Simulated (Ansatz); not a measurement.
Abridged output of a molecular run in Ansatz:

```
Functional definition: HF
1451 factors; integrals over basis functions are off by at most 9.6e-4 eV
mean field evaluation 1: about -81463.8475 eV, gradient 3.4e1 eV
mean field evaluation 2: about -81464.1920 eV, gradient 3.4e1 eV
mean field evaluation 4: about -81467.2455 eV, gradient 4.9e0 eV
mean field evaluation 8: about -81467.3322 eV, gradient 3.4e-1 eV
mean field evaluation 16: about -81467.3335 eV, gradient 1.6e-6 eV
mean field -81467.33352522 eV, -2993.8692865097 hartree, gradient 1.6e-6 eV, S^2 0.000000; 0 other end points of the search recorded, 0 dependent functions left out
17 core orbitals not correlated: weight in the atoms' cores, before any rotation towards them, 1.000 or more for the frozen orbitals, at most 0.000 for the correlated occupied ones
reference -81467.33352522 eV, -2993.8692865097 hartree; 19, 19 occupied and 203, 203 virtual orbitals, 1451 factors
second order -24.79887738 eV of doubles, -0.00000000 eV of singles
cycle   1  -24.82152361 eV  change   -2.3e-2 eV  update   1.1e-1
cycle   2  -25.49725418 eV  change   -6.8e-1 eV  update   3.5e-2
cycle   3  -25.63021085 eV  change   -1.3e-1 eV  update   1.8e-2
cycle   4  -25.61499178 eV  change    1.5e-2 eV  update   5.5e-3
cycle   5  -25.61533707 eV  change   -3.5e-4 eV  update   3.4e-3
cycle   6  -25.61704294 eV  change   -1.7e-3 eV  update   1.1e-3
cycle   7  -25.61649461 eV  change    5.5e-4 eV  update   5.0e-4
cycle   8  -25.61638809 eV  change    1.1e-4 eV  update   1.6e-4
cycle   9  -25.61643380 eV  change   -4.6e-5 eV  update   6.6e-5
cycle  10  -25.61641197 eV  change    2.2e-5 eV  update   2.2e-5
perturbative correction -1.17097609 eV, -0.0430325775 hartree
Total energy: -81494.12091327 eV, -2994.8537048636 hartree
```

Its atoms:

Z-matrix (Å, degrees):
```
C
Si 1 1.864
Br 1 1.950 2 107.7
H 1 1.089 2 113.3 3 -117.4
H 1 1.088 2 112.3 3 118.0
N 2 1.792 1 118.0 3 -156.7
C 2 1.772 1 122.2 3 -108.0
H 2 1.474 1 113.3 3 58.0
H 7 1.091 2 161.4 1 82.6
```

(1) Which basis set was used?
A. def2-TZVPP
B. cc-pV(Q+d)Z
C. cc-pV(D+d)Z
D. def2-QZVPP

(2) Write the keys of the input that set method, charge and spin (a neutral closed shell needs none for the last two).

Answers

(1) A. It gives 239 functions.

(2) 
```yaml
correlation: {method: ccsd_t}
```
